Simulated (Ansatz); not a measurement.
Ansatz (a program for electronic structure) input (CCSD(T)/cc-pwCVTZ):
A basis named .json is the Basis Set Exchange file of that set.

Ansatz 0.2 input:
```yaml
crystal:
  periodic: [false, false, false]
  atoms:
    - {symbol: O, position_ang: [1.60434851, -0.44260220, 0.01455592]}
    - {symbol: Al, position_ang: [-0.01584630, -0.00515790, -0.00070916]}
    - {symbol: F, position_ang: [-1.15396683, -1.17959355, -0.09934271]}
    - {symbol: F, position_ang: [-0.50813096, 1.56042814, 0.07965295]}
    - {symbol: H, position_ang: [2.33009392, 0.18035892, 0.06997949]}
basis:
  gaussian:
    orbitals: cc-pwCVTZ.json
magnetization: {spin_polarized: false}
correlation: {method: ccsd_t, electrons: outside_noble_gas}
```

Output:

```
Functional definition: HF
integrals: 0.81 GiB planned
1210 factors; integrals over basis functions are off by at most 1.1e-3 eV
1.20 GiB of device memory are held for the factors and their scratch space
mean field: 0.84 GiB planned
mean field evaluation 1: about -14052.7756 eV, gradient 5.2e1 eV
mean field evaluation 2: about -14052.8657 eV, gradient 5.2e1 eV
mean field evaluation 4: about -14057.0313 eV, gradient 1.8e0 eV
mean field evaluation 8: about -14057.0784 eV, gradient 2.7e-1 eV
mean field evaluation 16: about -14052.7754 eV, gradient 5.2e1 eV
mean field -14057.07868250 eV, -516.5881133517 hartree, gradient 3.1e-6 eV, S^2 0.000000; 0 other end points of the search recorded, 0 dependent functions left out
8 core orbitals not correlated
reference -14057.07868250 eV, -516.5881133517 hartree; 12, 12 occupied and 182, 182 virtual orbitals, 1210 factors
second order -22.93970636 eV of doubles, -0.00000000 eV of singles
coupled cluster: 6.09 GiB planned
cycle   1  -22.34538757 eV  change    5.9e-1 eV  update   9.3e-2
cycle   2  -22.77297353 eV  change   -4.3e-1 eV  update   2.7e-2
cycle   3  -22.87995480 eV  change   -1.1e-1 eV  update   1.3e-2
cycle   4  -22.86058546 eV  change    1.9e-2 eV  update   2.8e-3
cycle   5  -22.85771914 eV  change    2.9e-3 eV  update   1.1e-3
cycle   6  -22.85845946 eV  change   -7.4e-4 eV  update   3.4e-4
cycle   7  -22.85827207 eV  change    1.9e-4 eV  update   1.1e-4
cycle   8  -22.85821150 eV  change    6.1e-5 eV  update   3.6e-5
cycle   9  -22.85823211 eV  change   -2.1e-5 eV  update   1.4e-5
perturbative correction -0.70266103 eV, -0.0258223167 hartree
Total energy: -14080.63957564 eV, -517.4539602046 hartree
```
